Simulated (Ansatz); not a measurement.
Stepwise reaction of `[F][Ta]([F])([F])([Cl])[Cl]` with hydrogen fluoride, as a gas-phase model of exchange steps in deposition or etching. ΔE in kJ/mol; ΔG adds harmonic PBE0-D4 terms to CCSD(T)/CBS, at 1 bar.

Computed with Ansatz on PBE0-D4/def2-TZVP structures; ΔE is electronic, products minus reactants. CCSD(T)/CBS is the MP2 limit (def2-TZVPP, def2-QZVPP) plus CCSD(T) − MP2 in def2-TZVPP, frozen cores. This one scheme is used for every species. Functionals use def2-TZVPP. B3LYP here is the variant with VWN-RPA as its local correlation; programs differ in this. Elements past krypton have def2 core potentials. For Ta outer-core shells are correlated without core-valence functions, which leaves a few kJ/mol of doubt a bond.

| step | reaction | PBE-D4 | B3LYP-D4 | ωB97M-V | CCSD(T)/CBS | ΔG(400 K) |
| --- | --- | --- | --- | --- | --- | --- |
| 1 | `[F][Ta]([F])([F])([Cl])[Cl]` + H–F → `[F][Ta]([F])([F])([F])[Cl]` + HCl | -24.6 | -26.4 | -28.0 | -17.9 | -22.3 |
| 2 | `[F][Ta]([F])([F])([F])[Cl]` + H–F → `[F][Ta]([F])([F])([F])[F]` + HCl | -32.1 | -37.3 | -37.0 | -29.2 | -33.3 |

**Question.** By hand: ΔE of the 2 steps together at CCSD(T)/CBS.

**Answer.** (-17.9) + (-29.2) = -47.1 kJ/mol, or -23.5 kJ/mol a step.

In ΔE each step is lower than the one before. All are downhill at CCSD(T)/CBS. ΔG lies between -33.3 and -22.3 kJ/mol a step. PBE-D4 differs from CCSD(T)/CBS by -6.7 to -2.9 kJ/mol a step. Isolated molecules leave out the surface, adducts and barriers. Largest T1 diagnostic: 0.018.
